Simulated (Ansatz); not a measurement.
Clusters of 3 atoms, halide: r2SCAN-D4/def2-TZVPD single points in Ansatz on relaxed structures, gas phase. Each cluster is the lowest isomer that a short search found in that spin, judged at the geometry's level, and lower ones may exist. Core potentials for Cd, I, Rb, Tl, no spin–orbit coupling. HOMO and LUMO are taken over both spins. Binding counts from free atoms in the multiplicity of their measured ground term, without zero-point energy. Singlets are spin-restricted. The spins of the ions were chosen, not always searched. A dash marks a value that wasn't run or was left out as unsound. The structures are stationary points that may keep the symmetry of their start. Remarks come from the PBE and PBE0 runs and from stability tests at other levels; not every state was tested. A HOMO above zero means that the electron is unbound at that level and held by the basis, or that self-interaction error raises the level; the energy of removing that electron tells which. HOMO above LUMO (over both spins in singlets and doublets, within one spin in higher multiplets; at PBE or PBE0), or a gap under 0.15 eV within one spin, warns that the state may not be the lowest or that an electron is smeared out.

| species | atoms | state | geometry | HOMO (eV) | LUMO (eV) | gap (eV) | vertical EA (eV) | binding per atom (eV) | lowest of the spins relaxed | point group (within 0.1 Å) | remarks |
| --- | --- | --- | --- | --- | --- | --- | --- | --- | --- | --- | --- |
| MgCl2⁻ | 3 | doublet | PBE0-D4/def2-TZVPD | 0.45 | – | – | – | – | doublet, of doublet/quartet | C2v | HOMO above zero at PBE or PBE0, HOMO above zero (quartet) |
| CuH2 | 3 | doublet; reduced ion singlet | PBE-D4/def2-TZVP | -6.31 | -4.72 | 1.59 | 1.63 | 1.47 | – | C2v | HOMO above zero (-1 singlet) |
| RbF2⁻ | 3 | singlet | r2SCAN-D4/def2-TZVPD | -0.72 | – | – | – | – | singlet, of singlet/triplet/quintet | D∞h | HOMO above zero (triplet), HOMO above zero (quintet) |
| CdBr2 | 3 | singlet | B3LYP-D4/def2-TZVP | -7.48 | -3.11 | 4.37 | 0.82 | 1.79 | – | D∞h | HOMO above zero (-1 doublet) |
| GeBr2 | 3 | singlet | r2SCAN-D4/def2-TZVP | -7.05 | -3.93 | 3.12 | 1.51 | 2.54 | – | C2v | HOMO above zero (-1 doublet), gap within one spin near zero at PBE or PBE0 (quintet) |
| GeCl2 | 3 | singlet | B3LYP-D4/def2-TZVP | -7.39 | -3.89 | 3.50 | 1.35 | 2.84 | – | C2v | HOMO above zero (-1 doublet), gap within one spin near zero at PBE or PBE0 (quintet) |
| TlCl2 | 3 | doublet; reduced ion singlet | r2SCAN-D4/def2-TZVP | -6.87 | -5.79 | 1.07 | 3.25 | 1.95 | – | C2v | gap within one spin near zero at PBE or PBE0 (quartet) |
| CaI2 | 3 | singlet | PBE-D4/def2-TZVP | -6.55 | -2.54 | 4.00 | 1.10 | 2.52 | – | D∞h | HOMO above zero (-1 doublet), gap within one spin near zero at PBE or PBE0 (triplet), HOMO above LUMO (triplet) |
| CdI2 | 3 | singlet | r2SCAN-D4/def2-TZVP | -6.91 | -2.97 | 3.94 | 0.86 | 1.49 | – | D∞h | HOMO above zero (-1 doublet) |

The gap (eV) runs from 1.07 (TlCl2) to 4.37 (CdBr2). The vertical EA (eV) runs from 0.82 (CdBr2) to 3.25 (TlCl2).
